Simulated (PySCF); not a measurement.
Input of a run (PBE0-D3(BJ)/def2-SVP geometry optimisation, gas phase (PySCF 2.14.0)), started from GFN2-xTB:
```
{"job": {"xc": "PBE0", "basis": "def2-SVP", "d3": "d3bj", "grid": 1, "shake": 0.01, "kind": "geom"}, "charge": 0, "multiplicity": 1}
C      3.716680     0.059210    -0.336470
C      2.492380     0.190570    -0.253380
C      1.134190     0.313120    -0.158800
C     -0.022650     0.429310    -0.057310
B     -1.540480     0.508640     0.035580
P     -2.587710    -1.044450     0.301000
Br    -2.380010     2.200580     0.111500
H      4.753400    -0.005780    -0.420210
H     -1.907540    -1.904440    -0.520190
H     -3.607830    -0.767700    -0.575600
```

Output (energies in Eh, forces in Eh/bohr):
```
step   0  E = -3093.30404678  max force = 0.144560
step   1  E = -3093.31517961  max force = 0.018192
step   2  E = -3093.31563495  max force = 0.003750
step   3  E = -3093.31584029  max force = 0.004288
step   4  E = -3093.31587752  max force = 0.002650
step   5  E = -3093.31589324  max force = 0.000222
step   6  E = -3093.31589395  max force = 0.000574
step   7  E = -3093.31589376  max force = 0.000338
optimisation converged
```

Q: Summarise the run.

A: The energy falls by 7.4 kcal/mol over 8 energy and gradient evaluations, the largest force component goes from 0.1446 to 3.4e-04 Eh/bohr, and the atoms move by 0.060 Å rms after alignment. The bond that changes most is C3≡C4 (both ends alkyne carbon), which lengthens by 0.061 Å. Bonds longer at the end by more than 0.005 Å: 6 of 9; shorter: 2. Among the angles that change most is C2–C1–H8, from 177.4° to 179.8°. The energy never rose by more than 1e-6 Eh on the way. The first step brought 94 % of the lowering.

Q: What are the final bond lengths?

A: C1≡C2 1.218 Å, C2–C3 1.365 Å, C3≡C4 1.228 Å, C4–B5 1.505 Å, B5–P6 1.899 Å, B5–Br7 1.917 Å, C1–H8 1.075 Å, P6–H9 1.422 Å, P6–H10 1.421 Å. Numbering counts from 1 in the input's order; the species is `C#CC#CB(P)Br`.

The run used 135 basis functions and 57 SCF cycles in all. On one thread of an Intel Xeon 6975P-C, shared host with 192 logical CPUs at a one-minute load of 31, this took 42 s and 0.56 GiB of memory at its peak.

No PBE0-D3(BJ)/def2-SVP frequencies stand behind this structure, so it isn't proved a minimum. One conformer, not necessarily the lowest.

The values belong to the conformer `[CH:1]#[C:2][C:3]#[C:4][B:5]([PH2:6])[Br:7]`: H–P6–B5–C4 -43°, H–P6–B5–C4 -143°.
